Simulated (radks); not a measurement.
Neutral selenium inside a hard spherical wall (all orbitals vanish at R), configuration held at [Ar] 3d10 4s2 4p4 and not refilled when levels cross. All-electron calculation, non-relativistic Kohn-Sham, PBE, spin-unpolarised, spherical densities, point nucleus. Program: a radial shooting solver on a logarithmic mesh with Libxc functionals. Eigenvalues in eV, with the zero of energy where the potential of the charges vanishes at infinity; a dash marks a level that is unbound or too diffuse for the functional's potential to be trusted. A positive occupied level is held by the wall or, in an anion where self-interaction has pushed it up, behind a barrier. The pressure on the wall is -dE/dV.

R (bohr),E (hartree),kinetic (hartree),e(3p),e(3d),e(4s),e(4p),"e(5s, empty)","e(5p, empty)",pressure (GPa)
free,-2401.15604,2399.698,-151.38,-54.468,-16.720,-6.548,-,-,0
20,-2401.15604,2399.698,-151.38,-54.468,-16.720,-6.548,-,-,< 0.0001
8,-2401.15496,2399.709,-151.30,-54.385,-16.653,-6.483,1.092,3.618,0.0544
7,-2401.15176,2399.734,-151.13,-54.217,-16.521,-6.349,2.307,5.553,0.281
5,-2401.08599,2400.125,-149.29,-52.387,-15.161,-4.841,10.236,16.350,9.45
3.5,-2400.48005,2402.784,-141.57,-44.779,-9.062,2.562,38.733,49.552,207
2.5,-2397.43002,2413.155,-124.16,-27.712,10.627,26.175,116.95,133.11,2590
